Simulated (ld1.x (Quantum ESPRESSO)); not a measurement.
Before and after: PAW potential for S (Z = 16)

```
Element                 : sulfur (S)
Generator               : ld1.x (Quantum ESPRESSO) 7.5
Type                    : PAW
Functional              : LDA (PZ)
Relativity              : scalar-relativistic
Frozen core             : [Ne]
Valence charge          : 6
Reference configuration : 3s1 3p5
Partial waves           : 3s (bound): rcut 1.00, rcutus 1.35 bohr; 3s channel at -0.9 Ry: rcut 1.00, rcutus 1.35 bohr; 3p (bound): rcut 1.30, rcutus 1.70 bohr; 3p channel at -0.2 Ry: rcut 1.30, rcutus 1.70 bohr; 3d channel at 0.45 Ry: rcut 1.05, rcutus 1.35 bohr
Local potential         : all-electron potential smoothed inside 1.10 bohr (lloc = -1)
Core correction         : Bessel-smoothed model core, default radius (core density twice the valence density)
Augmentation charge     : PSQ, inside the norm-conserving radii
```

Change: type TM; waves now 3s (bound): rc 1.35 bohr; 3p (bound): rc 1.70 bohr; 3d channel at 0.45 Ry: rc 1.35 bohr; local potential all-electron potential smoothed inside 1.65 bohr (lloc = -1).

Cutoffs: the cutoffs (Ry, on a coarse ladder) from which the occupation-weighted sum of valence levels, in a spherical-Bessel basis at the reference potential, stays within 10 and 1 mRy of its value at 400 Ry; they do not see the model core or the augmentation charge, which bear on the density cutoff. Errors are all-electron minus pseudo energies relative to the spin-unpolarised reference configuration.

**Question.** How do hardness, ghosts and transferability respond?

**Answer.** The potential gets harder (21 Ry and 30 Ry → 25 Ry and 55 Ry); of the 9 tests that both files solve, the error grows in 9 and shrinks in 0 by more than 15 % and 0.3 meV (median size 1.0 → 9.8 meV); the range in which the s phases agree narrows (upper end 4.2 → 3.1); neither file shows a bound ghost. Several settings change at once here, so the effects cannot be laid on one of them.

```tsv
quantity	base	changed
cutoff, loose	21 Ry	25 Ry
cutoff, tight	30 Ry	55 Ry
loose cutoff by channel (10 mRy a level)	s 15 Ry, p 15 Ry	s 21 Ry, p 10 Ry
bound ghosts	none	none
error for 3s2 3p4, meV [ΔE -10.24 eV]	+0.2	+0.8
error for 3s2 3p3, meV [ΔE 1.62 eV]	-1.0	+1.8
error for 3s2 3p2, meV [ΔE 24.00 eV]	-7.9	+23
error for 3s1 3p4, meV [ΔE 12.42 eV]	-1.5	+3.6
error for 3s2 3p4.3, meV [ΔE -11.98 eV]	+0.4	+1.8
error for 3s2 3p1, meV [ΔE 58.15 eV]	-34	+87
error for 3s2 3p0, meV [ΔE 105.14 eV]	-112	+222
error for 3s1 3p5 (spin-polarised), meV [ΔE -0.86 eV]	-0.7	+13
error for 3s2 3p4 (spin-polarised), meV [ΔE -10.95 eV]	0.0	+9.8
s: phases at 1.86 bohr within 0.05 rad from the reference energy up to (Ry; the scan ends near 5)	4.2	3.1
p: phases at 1.86 bohr within 0.05 rad from the reference energy up to (Ry; the scan ends near 5)	to the end of the scan	4.8
d: phases at 1.86 bohr within 0.05 rad from the reference energy up to (Ry; the scan ends near 5)	to the end of the scan	to the end of the scan
```
